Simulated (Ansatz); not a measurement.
C4H3F3 (`FC1=C[C@H](F)[C@H]1F`) at its PBE0-D4/def2-TZVP geometry, where that method's forces vanish. The species carries charge 0 and has multiplicity 1.

```xyz
10

F    -0.9933   -1.3524    1.7248
C    -0.3484   -0.6284    0.8419
C     0.9389   -0.4293    0.5739
C     0.5957    0.3902   -0.6384
F     1.0762    1.6787   -0.6377
C    -0.8952    0.2541   -0.2287
F    -1.7275   -0.3368   -1.1419
H     1.8773   -0.7192    1.0225
H     0.8152   -0.0559   -1.6107
H    -1.3390    1.1988    0.0942
```

Problem. What forces (eV/Å) does r2SCAN-D4/def2-TZVPP give on these atoms in Ansatz 0.2.0? (Estimate.)

Solution. Ansatz gave: 
```
F1  -0.192 -0.220  0.237
C2  -0.013  0.131 -0.115
C3   0.329 -0.060  0.075
C4   0.018 -0.292 -0.139
F5   0.141  0.363  0.008
C6  -0.024  0.219  0.215
F7  -0.252 -0.177 -0.255
H8   0.004  0.011  0.001
H9  -0.005  0.004 -0.017
H10 -0.007  0.021 -0.009
```
